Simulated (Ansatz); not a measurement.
Start from `O[SiH]1CN1` and change one atom or group to get `N[Si]1(O)CN1`.

Ansatz, PBE0-D4/def2-TZVP geometries, multiplicity 1. Each molecule was computed in one conformer, which needn't be the lowest.

| property | `O[SiH]1CN1` |
| --- | --- |
| HOMO energy (ωB97M-V/def2-TZVPP) / eV | -9.15 |
| size of the dipole moment (ωB97M-V/def2-TZVPP) / D | 0.65 |
| HOMO–LUMO gap (ωB97M-V/def2-TZVPP) / eV | 11.43 |
| LUMO energy (B3LYP/def2-TZVPP) / eV | 0.39 |
| HOMO–LUMO gap (PBE0/def2-TZVPP) / eV | 7.59 |
| HOMO–LUMO gap (B3LYP/def2-TZVPP) / eV | 7.00 |

Give the same properties after the change, and the shifts. (An estimate is asked.)

Computed: 
```csv
property,`N[Si]1(O)CN1`,shift
HOMO energy (ωB97M-V/def2-TZVPP) / eV,-8.73,0.42
size of the dipole moment (ωB97M-V/def2-TZVPP) / D,1.87,1.22
HOMO–LUMO gap (ωB97M-V/def2-TZVPP) / eV,10.68,-0.75
LUMO energy (B3LYP/def2-TZVPP) / eV,0.12,-0.27
HOMO–LUMO gap (PBE0/def2-TZVPP) / eV,6.90,-0.69
HOMO–LUMO gap (B3LYP/def2-TZVPP) / eV,6.32,-0.68
```

With PBE0 the HOMO rises by 0.42 eV and the LUMO falls by 0.26 eV, so the gap narrows by about 0.68 eV. PBE moves the HOMO by 0.44 eV and ωB97M-V by 0.42 eV. Dipoles are sizes alone; their direction can turn.

B3LYP here is the variant with VWN-RPA as its local correlation; programs differ in this.
